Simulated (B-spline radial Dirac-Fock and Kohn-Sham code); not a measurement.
# Scattering functions of Hf⁶⁴⁺

System: Hf⁶⁴⁺, [He] 2s2 2p4.

Input file task.json (cfg lists n, l and occupation; rrms is the nuclear radius in fm):

```json
{"items": [{
  "Z": 72,
  "q": 64,
  "cfg": [[1, 0, 2], [2, 0, 2], [2, 1, 4]],
  "A": 180,
  "rrms": 5.347,
  "do": ["scatter"],
  "s": [0.0, 0.08, 0.1, 0.12, 0.15, 0.18, 0.22, 0.28, 0.34, 0.43, 0.53, 0.66, 0.81, 1.01, 1.25, 1.55, 1.92, 2.37, 2.94, 3.64, 4.52, 5.6, 6.93],
  "pz": [0, 0.1, 0.15, 0.21, 0.31, 0.45, 0.66, 0.96, 1.4, 2.0, 3.0, 4.3, 6.3, 9.2, 13.0, 20.0, 28.0, 41.0, 60.0, 88.0, 130.0],
  "hv_scatter": [1000, 2000, 10000, 20000, 50000, 100000, 200000, 500000]
}]}
```

Command: `python xray_run.py task.json out`

Calculated with a radial B-spline solver, using configuration-average Dirac-Fock orbitals. f₀ is the Fourier transform of the spherical electron density, S the Waller-Hartree incoherent function, and s = sin θ/λ.

```tsv
s (Å⁻¹)	f₀	S
0	8.000	0.000
0.08	7.998	0.002
0.1	7.997	0.004
0.12	7.996	0.005
0.15	7.994	0.008
0.18	7.991	0.012
0.22	7.986	0.018
0.28	7.978	0.028
0.34	7.967	0.042
0.43	7.948	0.067
0.53	7.921	0.101
0.66	7.878	0.156
0.81	7.817	0.233
1.01	7.718	0.357
1.25	7.573	0.537
1.55	7.358	0.803
1.92	7.044	1.182
2.37	6.609	1.695
2.94	6.003	2.381
3.64	5.231	3.209
4.52	4.307	4.130
5.6	3.350	5.007
6.93	2.496	5.732
```

f₀ starts at the number of electrons, 8, and has fallen to half at s ≈ 4.87 Å⁻¹. The sum of ⟨r²⟩ over the electrons is 0.03852 bohr².
